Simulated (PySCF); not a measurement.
A PySCF script (with the pyscf-properties extension) for the NMR shieldings of `[SiH2]1CC[Si@H](OC(C)C)N1`, C$_{5}$H$_{15}$NOSi$_{2}$, on a GFN2-xTB geometry:

```python
import basis_set_exchange as bse
import numpy as np
from pyscf import gto, dft
from pyscf.prop import nmr

atoms = """
C    -2.660378   -0.780653   -0.627760
C    -2.057315    0.597139   -0.372388
C    -2.963984    1.456466    0.502789
O    -0.820914    0.451375    0.278725
Si    0.656266    0.562729   -0.365114
C     1.912456    0.336358    1.023066
C     3.178342   -0.249042    0.395260
Si    2.685925   -1.491633   -0.952949
N     1.163818   -0.770335   -1.352727
H    -3.616188   -0.686809   -1.136199
H    -1.983343   -1.369955   -1.240794
H    -2.807195   -1.295877    0.317995
H    -1.898756    1.104502   -1.334244
H    -3.921563    1.615169    0.014339
H    -3.124382    0.963833    1.458177
H    -2.492625    2.418879    0.684311
H     0.779172    1.808390   -1.138502
H     2.141690    1.261445    1.550404
H     1.518920   -0.357359    1.766165
H     3.743338    0.561852   -0.068791
H     3.829100   -0.680004    1.157563
H     2.512709   -2.864227   -0.458290
H     3.579086   -1.480314   -2.116378
H     0.634086   -1.092166   -2.143637
"""
names = dict.fromkeys(["C", "O", "Si", "N", "H"], "pcSseg-1")
basis = {el: gto.basis.parse(bse.get_basis(n, elements=[el], fmt="nwchem")) for el, n in names.items()}
mol = gto.M(atom=atoms, basis=basis, charge=0, verbose=0)
mf = dft.RKS(mol, xc="PBE0")
mf.grids.level = 2
mf.grids.alignment = dft.numint.BLKSIZE   # the property module wants whole blocks of grid points
mf.conv_tol = 1e-9
mf.kernel()

calc = nmr.RKS(mf)   # GIAO
C = mf.mo_coeff
Co = C[:, mf.mo_occ > 0]
resp = mf.gen_response(singlet=True, hermi=2)
def vind(x):   # induced exchange potential for any number of trial vectors
    d = np.einsum("pi,xij,qj->xpq", C, 2 * x.reshape(-1, C.shape[1], Co.shape[1]), Co, optimize=True)
    return np.einsum("xpq,pi,qj->xij", resp(d - d.transpose(0, 2, 1)), C, Co, optimize=True).ravel()
mo1, _ = nmr.rhf.solve_mo1(calc, with_cphf=vind)
sigma = calc.kernel(mo1)
for i, s in enumerate(sigma):   # ppm
    print("%2d %-2s %9.2f" % (i, mol.atom_pure_symbol(i), np.trace(s) / 3))
```

Q: Give the expected output.

A: 
```
 0 C     158.93
 1 C     117.21
 2 C     158.74
 3 O     239.56
 4 Si    359.95
 5 C     176.79
 6 C     181.41
 7 Si    376.06
 8 N     232.42
 9 H      30.67
10 H      30.28
11 H      30.33
12 H      27.74
13 H      30.73
14 H      30.40
15 H      30.24
16 H      26.38
17 H      30.68
18 H      30.96
19 H      30.86
20 H      30.63
21 H      26.70
22 H      26.82
23 H      31.38
```

These numbers come from an equivalent density-fitted implementation of the same equations, which agrees with the script to about 0.01 ppm for H and up to a few tenths of a ppm for heavy atoms, so last digits may differ.

Q: Turn these shieldings into chemical shifts. Chemical shifts δ = σref − σ; TMS for ¹³C (σ = 186.93 ppm), ²⁹Si (σ = 349.16 ppm), ¹H (σ = 31.72 ppm); ¹⁷O (σ = 336.08 ppm) vs H2O; ¹⁵N (σ = 267.73 ppm) vs NH3, all at this level.

A: Averaging equivalent atoms: C 1: 69.7; C 2: 28.2; C 0: 28.0; C 5: 10.1; C 6: 5.5; O 3: 96.5; Si 4: -10.8; Si 7: -26.9; N 8: 35.3; H 16: 5.33; H 21: 5.02; H 22: 4.90; H 12: 3.97; H 9/10/11: 1.29; H 13/14/15: 1.26; H 20: 1.09; H 17: 1.04; H 19: 0.86; H 18: 0.76; H 23: 0.34 ppm. Experimental scales use liquid or dissolved standards, which lie at an offset from isolated NH3 (liquid NH3: subtract about 20 ppm) and H2O (liquid H2O: subtract about 36 ppm).

Size and cost of the density-fitted run: 242 basis functions, 64 s wall time on 1 thread of an Arm Neoverse V1, shared host; peak memory 1.1 GiB.
